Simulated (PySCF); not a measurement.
# Ionising NaSr

PBE0; Na def2-SVP, Sr def2-SVP with ECP28; scalar-relativistic core potentials (PySCF 2.14). Neutral (UKS): doublet (σ ↑), Re = 3.898 Å, ωe = 89.8 cm⁻¹, De = 0.27 eV, HOMO -3.18 eV, LUMO -1.68 eV.

NaSr⁺ (UKS): singlet (closed shell), Re = 3.689 Å, ωe = 119 cm⁻¹, De = 1.13 eV to Na⁺ + Sr. The energies at the minima are -192.79299 hartree for NaSr and -192.63264 for NaSr⁺.

Work out the adiabatic ionisation energy, without and with harmonic zero-point energies (1 hartree = 27.2114 eV, 1 eV = 8065.5 cm⁻¹), and the change of the bond length.

At PBE0: 0.16035 hartree = 4.363 eV between the minima; the zero-point term (119.0 − 89.8)/2 cm⁻¹ = +0.002 eV makes it 4.365 eV. Re changes by -20.9 pm against the neutral. The electron leaves a σ orbital, and the shorter bond of the ion fits an antibonding orbital, or a change in how ionic the bond is.

Closed-shell solutions of metal pairs were not tested for spin polarisation, which can lower them a little. Weak bonds: NaSr. Basis-set superposition, not corrected here, can be much of De in a small basis, most of all at correlated wavefunction levels. For an ion De counts to the pair picked by the measured ionisation energies or electron affinities, which need not be the lowest pair at this level. States were picked by a PBE0 search and need not be the measured ground states.
